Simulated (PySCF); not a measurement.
Nb(O)(OH)(Me)2 (C2H7NbO2), SMILES [CH3][Nb]([CH3])(=[O])[OH], multiplicity 1.

Geometry optimised at B3LYP-D3(BJ)/def2-SVP. The spin state was assumed, not searched. The def2 effective core potentials stand for the cores of Nb; spin–orbit coupling is left out. One conformer was computed; it need not be the lowest.

Calculation: TDA-ωB97X/def2-SVPD (PySCF 2.14.0).

Vertical excitations. The molecule is in vacuum. State labels are in the subgroup Cs.

```json
[
 {"state": "S1", "symmetry": "A\"", "energy (eV)": "4.64", "λ (nm)": "267", "f": "0.002", "main pairs": "HOMO→LUMO 96 %"},
 {"state": "S2", "symmetry": "A'", "energy (eV)": "5.19", "λ (nm)": "239", "f": "0.014", "main pairs": "HOMO−1→LUMO 86 %"},
 {"state": "S3", "symmetry": "A'", "energy (eV)": "5.70", "λ (nm)": "218", "f": "0.013", "main pairs": "HOMO→LUMO+1 80 %"},
 {"state": "S4", "symmetry": "A\"", "energy (eV)": "5.89", "λ (nm)": "211", "f": "0.023", "main pairs": "HOMO−1→LUMO+1 92 %"},
 {"state": "S5", "symmetry": "A\"", "energy (eV)": "6.25", "λ (nm)": "198", "f": "0.001", "main pairs": "HOMO−4→LUMO 84 %"},
 {"state": "S6", "symmetry": "A'", "energy (eV)": "6.37", "λ (nm)": "195", "f": "0.001", "main pairs": "HOMO−2→LUMO 57 %, HOMO−3→LUMO 31 %"},
 {"state": "S7", "symmetry": "A'", "energy (eV)": "6.43", "λ (nm)": "193", "f": "0.005", "main pairs": "HOMO−3→LUMO 56 %, HOMO−2→LUMO 31 %"},
 {"state": "S8", "symmetry": "A\"", "energy (eV)": "6.68", "λ (nm)": "186", "f": "0.004", "main pairs": "HOMO−2→LUMO+1 72 %"},
 {"state": "S9", "symmetry": "A\"", "energy (eV)": "6.77", "λ (nm)": "183", "f": "0.000", "main pairs": "HOMO−3→LUMO+1 75 %"},
 {"state": "S10", "symmetry": "A\"", "energy (eV)": "7.03", "λ (nm)": "176", "f": "0.016", "main pairs": "HOMO→LUMO+6 51 %, HOMO→LUMO+3 23 %"},
 {"state": "T1", "symmetry": "A\"", "energy (eV)": "4.30", "λ (nm)": "288", "f": "0", "main pairs": "HOMO→LUMO 96 %"},
 {"state": "T2", "symmetry": "A'", "energy (eV)": "4.67", "λ (nm)": "266", "f": "0", "main pairs": "HOMO−1→LUMO 96 %"},
 {"state": "T3", "symmetry": "A'", "energy (eV)": "5.02", "λ (nm)": "247", "f": "0", "main pairs": "HOMO→LUMO+1 93 %"},
 {"state": "T4", "symmetry": "A\"", "energy (eV)": "5.44", "λ (nm)": "228", "f": "0", "main pairs": "HOMO−1→LUMO+1 92 %"}
]
```
Triplets are in the Tamm–Dancoff approximation.
